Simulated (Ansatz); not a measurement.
CH₄AlFOS, SMILES `[OH][Al]([SH])[CH2]F`. Total charge 0; spin multiplicity 1.

```xyz
9

O     1.090   -1.378    0.761
Al    0.348    0.001    0.136
S     1.338    1.952    0.043
C    -1.496   -0.088   -0.560
F    -2.039   -1.366   -0.448
H     1.973   -1.435    1.119
H     2.479    1.502    0.594
H    -2.156    0.608   -0.027
H    -1.537    0.205   -1.617
```

**Question.** What are the harmonic wavenumbers in cm⁻¹ at PBE0-D4/def2-TZVP (Ansatz, finite differences of forces, unscaled)? (Estimate.)

**Answer.** Computed: 20, 97, 169, 187, 207, 272, 317, 462, 582, 597, 651, 653, 896, 1058, 1246, 1284, 1456, 2712, 3021, 3065, 3979.

**Question.** Is this a minimum?

**Answer.** Yes, all 21 modes are real.

**Question.** Give the ideal-gas thermochemistry at 298.15 K and 1 bar (rigid rotor, harmonic oscillator; point group Cs, symmetry number 1).

**Answer.** Zero-point energy 137.2 kJ/mol; H(298) − E = 160.7 kJ/mol; entropy 378.6 J/(mol·K), of which translation 167.5, rotation 116.7, vibration 94.4; G(298) − E = 47.9 kJ/mol. Modes under 100 cm⁻¹ are hindered rotations or soft bends, so the harmonic entropy is rough.

**Question.** And at 400, 500, 600, 800 and 1000 K?

**Answer.** 
```
T (K)  H − E (kJ/mol)  S (J/mol/K)  G − E (kJ/mol)
  400           173.2        414.4             7.4
  500           186.7        444.5           -35.5
  600           201.2        470.9           -81.3
  800           232.3        515.6          -180.2
 1000           265.5        552.6          -287.1
```
